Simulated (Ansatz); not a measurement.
Ansatz (a program for electronic structure) input (wB97X/def2-TZVPD):

Ansatz 0.2 input:
```yaml
crystal:
  periodic: [false, false, false]
  atoms:
    - {symbol: O, position_ang: [-0.28880464, -0.17699606, 2.01088952]}
    - {symbol: Si, position_ang: [-0.05987433, -0.03164290, 0.36016611]}
    - {symbol: Si, position_ang: [2.25730593, -0.01706371, 0.00965103]}
    - {symbol: Si, position_ang: [-0.99363827, 1.96047539, -0.47717161]}
    - {symbol: Si, position_ang: [-1.02085549, -1.83096449, -0.81479850]}
    - {symbol: H, position_ang: [-1.19257694, -0.19954013, 2.33690808]}
    - {symbol: H, position_ang: [2.87934697, -1.27644574, 0.48499828]}
    - {symbol: H, position_ang: [2.89661847, 1.12952540, 0.69924949]}
    - {symbol: H, position_ang: [2.49671377, 0.11118583, -1.44984893]}
    - {symbol: H, position_ang: [-2.44699908, 2.01979959, -0.17209944]}
    - {symbol: H, position_ang: [-0.34600457, 3.15690881, 0.11520160]}
    - {symbol: H, position_ang: [-0.82270766, 2.00469966, -1.95089231]}
    - {symbol: H, position_ang: [-0.84870302, -1.61653233, -2.27336224]}
    - {symbol: H, position_ang: [-0.39108077, -3.12234133, -0.44396426]}
    - {symbol: H, position_ang: [-2.47529963, -1.92255125, -0.52316493]}
basis:
  gaussian:
    orbitals: def2-TZVPD
hamiltonian:
  xc: {name: wB97X}
```

End of the output:

```
integrals: 0.53 GiB planned
1830 factors; their error is unknown
integrals: 0.57 GiB planned
692 factors; integrals over basis functions are off by at most 6.3e-6 eV
0.54 GiB of the device are held for the grids
2.47 GiB of device memory are held for the factors and their scratch space
mean field: 2.56 GiB planned
mean field evaluation 1: about -33718.0590 eV, gradient 4.9e1 eV
mean field evaluation 2: about -33716.6216 eV, gradient 6.0e1 eV
mean field evaluation 4: about -33722.3703 eV, gradient 7.0e-1 eV
mean field evaluation 8: about -33722.3780 eV, gradient 2.1e-1 eV
mean field evaluation 16: about -33722.3780 eV, gradient 3.3e-5 eV
mean field -33722.37802992 eV, -1239.2745347509 hartree, gradient 3.3e-5 eV, S^2 0.000000; 0 other end points of the search recorded, 0 dependent functions left out
reference -33722.37797195 eV, -1239.2745326203 hartree; 37, 37 occupied and 265, 265 virtual orbitals, 1830 factors
Total energy: -33722.37797195 eV, -1239.2745326203 hartree
```
